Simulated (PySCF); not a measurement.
NS, SMILES [N]=S, multiplicity 2. Atoms are numbered in the order given.

```xyz
2

N      0.0000     0.0000    -1.0368
S      0.0000     0.0000     0.4536
```
Charge 0, spin multiplicity 2.

Coordinates come from a B3LYP-D3(BJ)/def2-TZVPD optimisation.

Calculation: SMD-M06-2X/6-31G* (PySCF).

Solvation free energies are E(SMD) − E(gas) at the gas-phase geometry, for 1 M in both phases. In vacuum the dipole moment is 1.77 D.

| solvent | ΔG(solv) (kcal/mol) | its non-electrostatic (CDS) part | dipole (D) |
|---|---|---|---|
| water | -2.1 | -0.4 | 2.22 |
| chloroform | -1.3 | -0.1 | 2.08 |
| 2-propanol | -1.6 | 0.0 | 2.19 |
